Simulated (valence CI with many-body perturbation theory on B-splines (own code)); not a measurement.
**Co¹⁴⁺: calculated level list**

Level of theory: configuration interaction combined with many-body perturbation theory (CI+MBPT): three valence electrons over a frozen Dirac-Fock core [Ne], a basis of 9 s, 9 p, 8 d, 6 f, 3 g, 1 h functions for each j, with the one-electron correlation potential Σ1, the two-electron term Σ2, the three-electron term Σ3, Breit, model QED; selected CI, second order for the rest, scaled by the run's own slope (own B-spline code, finite nucleus).

No measured levels were compared; by estimate levels of excited configurations hold to 0.05 to 0.15 % of their energy, terms of the ground configuration to about 0.5 %.

Levels 1 to 32 of 32, with energies above the lowest level, 3s2 3p 2P°_1/2. "Leading %" is the weight of the configuration and term that name the level; weights of strongly mixed levels are sums over their largest components and can fall short, so below about 35 % the name and the second component can differ from the true leading terms, or belong to a minority configuration. In the jj column 3d3/2^4 stands for four electrons in 3d with j = 3/2. Lifetimes count E1, E2, E3, M1 and M2 decay at the calculated energies, and are blank where another channel may lead or the interval is too uncertain; long ones can be off by a factor of two.

```csv
No.,Configuration,Term,J,E (cm⁻¹),Leading %,Lifetime,Leading jj,Second component
1,3s2 3p,2P°,1/2,0,97,,3s^2 3p1/2 (97 %),
2,3s2 3p,2P°,3/2,22999,97,9.10 ms,3s^2 3p3/2 (97 %),
3,3s 3p2,4P,1/2,241970,98,18.9 ns,3s 3p1/2^2 (55 %),
4,3s 3p2,4P,3/2,251590,99,102 ns,3s 3p1/2 3p3/2 (92 %),
5,3s 3p2,4P,5/2,263090,97,24.5 ns,3s 3p3/2^2 (50 %),
6,3s 3p2,2D,3/2,322770,86,346 ps,3s 3p1/2 3p3/2 (64 %),11 % 3s2 3d 2D
7,3s 3p2,2D,5/2,325840,85,463 ps,3s 3p3/2^2 (45 %),11 % 3s2 3d 2D
8,3s 3p2,2S,1/2,391180,70,44.9 ps,3s 3p1/2^2 (42 %),26 % 3s 3p2 2P
9,3s 3p2,2P,1/2,418080,70,27.8 ps,3s 3p3/2^2 (52 %),27 % 3s 3p2 2S
10,3s 3p2,2P,3/2,427000,95,22.5 ps,3s 3p3/2^2 (61 %),
11,3s2 3d,2D,3/2,506300,86,21.3 ps,3s^2 3d3/2 (86 %),11 % 3s 3p2 2D
12,3s2 3d,2D,5/2,508870,86,23.8 ps,3s^2 3d5/2 (86 %),11 % 3s 3p2 2D
13,3p3,2D°,3/2,619120,61,156 ps,3p1/2^2 3p3/2 (46 %),26 % 3s 3p 3d 2D°
14,3p3,2D°,5/2,624410,69,220 ps,3p1/2 3p3/2^2 (69 %),30 % 3s 3p 3d 2D°
15,3p3,4S°,3/2,633170,89,27.6 ps,3p1/2 3p3/2^2 (72 %),5 % 3p3 2D°
16,3s 3p 3d,4F°,3/2,687390,97,1.73 ns,3s 3p1/2 3d3/2 (81 %),
17,3p3,2P°,1/2,690410,80,55.6 ps,3p1/2 3p3/2^2 (80 %),17 % 3s 3p 3d 2P°
18,3s 3p 3d,4F°,5/2,692360,98,2.11 ns,3s 3p1/2 3d3/2 (40 %),
19,3p3,2P°,3/2,695360,70,56.8 ps,3p3/2^3 (60 %),18 % 3s 3p 3d 2P°
20,3s 3p 3d,4F°,7/2,699650,98,2.30 ns,3s 3p1/2 3d5/2 (44 %),
21,3s 3p 3d,4F°,9/2,710020,100,,3s 3p3/2 3d5/2 (100 %),
22,3s 3p 3d,4P°,5/2,738780,64,32.5 ps,3s 3p1/2 3d5/2 (87 %),29 % 3s 3p 3d 4D°
23,3s 3p 3d,4D°,3/2,741410,61,26.3 ps,3s 3p1/2 3d3/2 (43 %),36 % 3s 3p 3d 4P°
24,3s 3p 3d,4D°,1/2,743000,88,22.8 ps,3s 3p1/2 3d3/2 (63 %),11 % 3s 3p 3d 4P°
25,3s 3p 3d,4D°,7/2,754470,98,23.5 ps,3s 3p3/2 3d5/2 (68 %),
26,3s 3p 3d,4P°,1/2,755340,89,33.5 ps,3s 3p3/2 3d3/2 (96 %),11 % 3s 3p 3d 4D°
27,3s 3p 3d,4D°,5/2,755420,69,25.3 ps,3s 3p3/2 3d3/2 (61 %),27 % 3s 3p 3d 4P°
28,3s 3p 3d,4P°,3/2,755670,61,29.3 ps,3s 3p3/2 3d3/2 (84 %),38 % 3s 3p 3d 4D°
29,3s 3p 3d,2D°,3/2,769240,77,26.1 ps,3s 3p3/2 3d5/2 (34 %),17 % 3p3 2D°
30,3s 3p 3d,2D°,5/2,770110,71,27.3 ps,3s 3p3/2 3d5/2 (60 %),15 % 3p3 2D°
31,3s 3p 3d,2F°,5/2,797190,96,53.4 ps,3s 3p1/2 3d5/2 (47 %),
32,3s 3p 3d,2F°,7/2,815260,99,49.8 ps,3s 3p3/2 3d5/2 (65 %),
```

Names give the largest LS component (configuration and term), which can be under half, so a name can repeat, a term be missing and a line seem to break the LS rules; names also repeat where a configuration has a term twice.

The ionisation energy to 3s2 1S_0 of the next ion comes out as 443.82 eV (NIST: 441.1 ± 1.4 eV (semi-empirical)). All 32 levels together are meant to be complete up to 829050 cm⁻¹.
